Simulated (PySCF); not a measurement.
Isomers of C3H10O2SSi3, mass 193.971 u with the commonest isotopes. Computed with PBE0/pcSseg-1 in PySCF (dipole) on a GFN2-xTB geometry, gas phase. One conformer each, none proved a minimum here; rigid rotors.

**Question.** Order these by rotational constant C, smallest first.
A. `[CH3:1][S@@:2](=[O:3])[C@@H:4]1[SiH2:5][SiH2:6][SiH2:7][C:8]1=[O:9]` with C1–S2–C4–Si5 -86°, S2–C4–Si5–Si6 -72°, C4–Si5–Si6–Si7 -14°, Si5–Si6–Si7–C8 -9°, Si6–Si7–C8–O9 -133°
B. `[CH2:1]=[C:2]1[Si@@H:3]([OH:4])[Si@@H:5]([SiH3:6])[CH2:7][S@@:8]1=[O:9]` with C2–Si3–O4–H -68°, C1–C2–Si3–O4 29°, C2–Si3–Si5–Si6 -106°, Si3–Si5–C7–S8 31°, Si5–C7–S8–O9 41°
C. `[O:1]=[CH:2][C:3](=[O:4])[SiH2:5][C@@H:6]([SiH3:7])[S:8][SiH3:9]` with O1–C2–C3–O4 114°, C2–C3–Si5–C6 69°, C3–Si5–C6–Si7 60°, Si5–C6–S8–Si9 135°
D. `[CH2:1]=[C:2]1[CH2:3][O:4][Si@@:5]1([O:6][SiH3:7])[S:8][SiH3:9]` with O4–Si5–O6–Si7 125°, O4–Si5–S8–Si9 20°

**Answer.** C (446.0 MHz), D (494.5 MHz), B (554.6 MHz), A (695.4 MHz).

**Question.** Order these by dipole moment, smallest first.
A. `[O:1]=[CH:2][C:3](=[O:4])[SiH2:5][C@@H:6]([SiH3:7])[S:8][SiH3:9]` with O1–C2–C3–O4 114°, C2–C3–Si5–C6 69°, C3–Si5–C6–Si7 60°, Si5–C6–S8–Si9 135°
B. `[CH2:1]=[C:2]1[Si@@H:3]([OH:4])[Si@@H:5]([SiH3:6])[CH2:7][S@@:8]1=[O:9]` with C2–Si3–O4–H -68°, C1–C2–Si3–O4 29°, C2–Si3–Si5–Si6 -106°, Si3–Si5–C7–S8 31°, Si5–C7–S8–O9 41°
C. `[CH3:1][S@@:2](=[O:3])[C@@H:4]1[SiH2:5][SiH2:6][SiH2:7][C:8]1=[O:9]` with C1–S2–C4–Si5 -86°, S2–C4–Si5–Si6 -72°, C4–Si5–Si6–Si7 -14°, Si5–Si6–Si7–C8 -9°, Si6–Si7–C8–O9 -133°
D. `[CH2:1]=[C:2]1[CH2:3][O:4][Si@@:5]1([O:6][SiH3:7])[S:8][SiH3:9]` with O4–Si5–O6–Si7 125°, O4–Si5–S8–Si9 20°

**Answer.** D (1.16 D), A (1.93 D), C (2.95 D), B (3.53 D).

**Question.** Order these by rotational constant B, smallest first.
A. `[CH2:1]=[C:2]1[CH2:3][O:4][Si@@:5]1([O:6][SiH3:7])[S:8][SiH3:9]` with O4–Si5–O6–Si7 125°, O4–Si5–S8–Si9 20°
B. `[O:1]=[CH:2][C:3](=[O:4])[SiH2:5][C@@H:6]([SiH3:7])[S:8][SiH3:9]` with O1–C2–C3–O4 114°, C2–C3–Si5–C6 69°, C3–Si5–C6–Si7 60°, Si5–C6–S8–Si9 135°
C. `[CH3:1][S@@:2](=[O:3])[C@@H:4]1[SiH2:5][SiH2:6][SiH2:7][C:8]1=[O:9]` with C1–S2–C4–Si5 -86°, S2–C4–Si5–Si6 -72°, C4–Si5–Si6–Si7 -14°, Si5–Si6–Si7–C8 -9°, Si6–Si7–C8–O9 -133°

**Answer.** B (469.7 MHz), A (703.1 MHz), C (821.6 MHz).

```json
{"SMILES": "O=CC(=O)[SiH2][C@@H]([SiH3])S[SiH3]", "point group": "C1", "Ia (u·Å²)": "394.29", "Ib (u·Å²)": "1076.04", "Ic (u·Å²)": "1133.14", "κ": "-0.94", "μa (D)": "0.88", "μb (D)": "1.66", "μc (D)": "0.41"}
{"SMILES": "C=C1CO[Si@@]1(O[SiH3])S[SiH3]", "point group": "C1", "Ia (u·Å²)": "515.98", "Ib (u·Å²)": "718.75", "Ic (u·Å²)": "1021.91", "κ": "-0.14", "μa (D)": "0.24", "μb (D)": "1.05", "μc (D)": "0.44"}
{"SMILES": "C=C1[Si@@H](O)[Si@@H]([SiH3])C[S@@]1=O", "point group": "C1", "Ia (u·Å²)": "423.00", "Ib (u·Å²)": "730.64", "Ic (u·Å²)": "911.24", "κ": "-0.57", "μa (D)": "0.22", "μb (D)": "1.79", "μc (D)": "3.03"}
{"SMILES": "C[S@@](=O)[C@@H]1[SiH2][SiH2][SiH2]C1=O", "point group": "C1", "Ia (u·Å²)": "447.02", "Ib (u·Å²)": "615.15", "Ic (u·Å²)": "726.71", "κ": "-0.42", "μa (D)": "2.89", "μb (D)": "0.53", "μc (D)": "0.30"}
```
